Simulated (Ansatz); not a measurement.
`C=[CH][Ga]([F])[Br]`, charge 0, multiplicity 1.

Task: Give a relaxed structure at PBE0-D4/def2-TZVP (Ansatz). (Best estimate.)

Result: Computed: 
Z-matrix (Å, degrees):
```
C
C 1 1.331
H 1 1.088 2 121.7
H 1 1.086 2 122.1 3 -180.0
Ga 2 1.926 1 119.8 3 180.0
H 2 1.086 1 120.0 3 -0.0
Br 5 2.270 2 128.3 1 180.0
F 5 1.752 2 117.9 1 -0.0
```
Point group Cs.
